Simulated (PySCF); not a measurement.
**Bismuth: a sound run and one with changed settings**

Sound run: Bi(2+) [Xe] 4f14 5d10 6s2 6p1, Bi(3+) [Xe] 4f14 5d10 6s2. All numbers are calculated (PySCF 2.14, a scalar-relativistic core potential, in def2-TZVP with the def2 core potential (60 electrons) (6s5p3d2f, 50 functions)). The sound run starts from symmetry-adapted Hartree-Fock orbitals and uses a fine grid where one is needed.

A second run was set up differently.

```json
{"species": "Bi(2+)", "method": "UHF", "sound run (hartree)": "-212.72917", "changed run (hartree)": "-212.72917", "converged": "yes"}
{"species": "Bi(2+)", "method": "TPSS", "sound run (hartree)": "-213.65391", "changed run (hartree)": "-213.65392", "converged": "yes"}
{"species": "Bi(2+)", "method": "M06-2X", "sound run (hartree)": "-213.60776", "changed run (hartree)": "-213.60572", "converged": "yes"}
{"species": "Bi(3+)", "method": "UHF", "sound run (hartree)": "-211.88249", "changed run (hartree)": "-211.88249", "converged": "yes"}
{"species": "Bi(3+)", "method": "TPSS", "sound run (hartree)": "-212.78913", "changed run (hartree)": "-212.78913", "converged": "yes"}
{"species": "Bi(3+)", "method": "M06-2X", "sound run (hartree)": "-212.73843", "changed run (hartree)": "-212.73843", "converged": "yes"}
```

Ionisation energy of Bi(2+):

```
method  sound run (eV)  changed run (eV)
   UHF          23.039            23.039
  TPSS          23.532            23.532
M06-2X          23.656            23.600
```

(1) What was changed?
A. minimal basis
B. too few SCF iterations
C. basis contracted for another Hamiltonian
D. angular grid far too coarse

## Answers

(1) D. It used 26 angular points. A coarse angular grid integrates products of high-l functions wrongly, so density functionals can shift, and the SCF can exploit the error; Hartree-Fock and MP2 need no grid.
